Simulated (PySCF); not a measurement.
# Substituent chemical shifts

Parent skeleton `[CH3:1][NH:2][CH2:3][SiH2:4][C:5]#[N:6]`; one hydrogen on atom 1 is replaced by X. Hydrogens on one atom are averaged.

Isolated molecule, relativity neglected, one conformer, one averaged value for each set of equivalent atoms. Coordinates at the GFN2-xTB level; GIAO PBE0/pcSseg-1 shieldings; PySCF 2.14.0 with density-fitted response routines.

Chemical shifts δ = σref − σ; 13C (σref 186.93), 29Si (σref 349.16), 1H (σref 31.72) vs TMS; NH3 for 15N (σref 267.73), all at this level.

Four derivatives gave (δ, ppm):
| compound | C1 | N2 | C3 | Si4 | C5 | N6 | H(C1) | H(C3) | H(Si4) |
| --- | --- | --- | --- | --- | --- | --- | --- | --- | --- |
| 1 | 62.9 | 45.5 | 37.4 | -77.0 | 123.6 | 364.6 | 2.60 | 2.86 | 4.30 |
| 2 | 60.1 | 50.2 | 37.0 | -67.8 | 124.4 | 365.2 | 2.80 | 2.62 | 4.42 |
| 3 | 67.5 | 54.1 | 39.1 | -68.1 | 124.2 | 365.8 | 2.50 | 2.61 | 4.47 |
| 4 | 63.2 | 43.2 | 36.5 | -71.8 | 123.2 | 369.3 | 2.53 | 2.92 | 4.49 |

Task: Their substituents are C2H5, CH2NH2, cPr, iPr. Which is which?

Result: 1: X = cPr (N#C[SiH2]CNCC1CC1); 2: X = C2H5 (CCCNC[SiH2]C#N); 3: X = iPr (CC(C)CNC[SiH2]C#N); 4: X = CH2NH2 (N#C[SiH2]CNCCN).

Experimental scales use liquid or dissolved standards, which lie at an offset from isolated NH3 (liquid NH3: subtract about 20 ppm). Unscaled 15N shifts of sp2 nitrogen come out 20 to 40 ppm too high even then.
